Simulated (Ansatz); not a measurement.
Consider the formal exchange of groups at a C–B bond: `CB[CH2][GaH2]` + `[BH]1[NH][SnH2]1` → `[CH3][SnH]1[BH][NH]1` + `B[CH2][GaH2]`.

Computed with Ansatz on PBE0-D4/def2-TZVP structures; ΔE is electronic, products minus reactants. CCSD(T)/CBS adds triple-zeta CCSD(T) − MP2 to the extrapolated MP2 energy (def2 sets, frozen cores). Functionals use def2-TZVPP. Elements past krypton have def2 core potentials. For Ga, Sn outer-core shells are correlated without core-valence functions, which leaves a few kJ/mol of doubt a bond. Scalar relativity is left out up to krypton. Each species was taken in one conformer, which may not be the lowest.

```csv
level,ΔE (kJ/mol)
r2SCAN,26.1
PBE0,26.0
SCS-MP2/def2-TZVPP,15.5
CCSD/def2-TZVPP,20.8
```

What does CCSD(T)/CBS give? (Best estimate.)

The calculation gave: +16.5 kJ/mol. The listed levels differ from it by 9.6, 9.5, -1.0, 4.3 kJ/mol.

Largest T1 diagnostic among the species: 0.016.

In def2-TZVPP, CCSD(T) changes the Hartree–Fock value by −4.9 kJ/mol (the triples alone add −1.3 kJ/mol) and MP2 by −8.9 kJ/mol.
